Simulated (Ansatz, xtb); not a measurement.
ClFGeH2Si+: where a starting geometry ends

The starting geometry of this gas-phase doublet has its atoms placed at random.

```yaml
atoms:
  - { symbol: Cl, position_ang: [-1.3686, 0.6174, 0.8235] }
  - { symbol: F, position_ang: [0.3027, 0.7620, -1.4323] }
  - { symbol: Ge, position_ang: [1.5720, -1.2449, 0.7211] }
  - { symbol: Si, position_ang: [0.7758, 1.4785, 0.1579] }
  - { symbol: H, position_ang: [-1.4709, -0.6122, 0.8026] }
  - { symbol: H, position_ang: [-0.5951, 0.4865, -0.4446] }
```

Question: Guess where an optimisation with r2SCAN-D4/def2-SVP ends from this start.

Answer: It falls apart into FGeHSi + ClH (formulas without charges). Distances that change by over a tenth: Cl1–H6 (1.49 → 1.78 Å), Si4–H6 (1.80 → 2.60 Å). Contacts that open: Cl1–Si4 (2.40 → 4.09 Å). Contacts that close: F2–H6 (1.36 → 1.02 Å), Ge3–Si4 (2.89 → 2.44 Å).

The energy falls by 3.08 eV over 20 steps:

```json
{"step": "1", "E − E(last) (eV)": "3.084"}
{"step": "3", "E − E(last) (eV)": "1.105"}
{"step": "5", "E − E(last) (eV)": "0.364"}
{"step": "7", "E − E(last) (eV)": "0.228"}
{"step": "9", "E − E(last) (eV)": "0.162"}
{"step": "12", "E − E(last) (eV)": "0.094"}
{"step": "14", "E − E(last) (eV)": "0.045"}
{"step": "16", "E − E(last) (eV)": "0.010"}
{"step": "18", "E − E(last) (eV)": "0.001"}
{"step": "20", "E − E(last) (eV)": "0.000"}
```

Final geometry (Å):

```
atom    x (Å)    y (Å)    z (Å)
  Cl  -2.3896   0.8735   0.2704
   F   0.2262  -0.1100   0.0066
  Ge   3.4724  -0.4392  -0.1907
  Si   1.6852   1.1852   0.1348
   H  -3.0421  -0.2479   0.3100
   H  -0.7362   0.2258   0.0971
```

From the same start GFN2-xTB ends elsewhere, in pieces: GeSi + ClH + FH.

From so rough a start the end depends on the optimiser's path, so another program may land elsewhere. No frequencies were run, so the end isn't proven a minimum. Open shells are spin-unrestricted. Run with Ansatz 0.2.0, 2.5 min on 2 threads of Intel(R) Xeon(R) 6975P-C (Granite Rapids) (shared host).
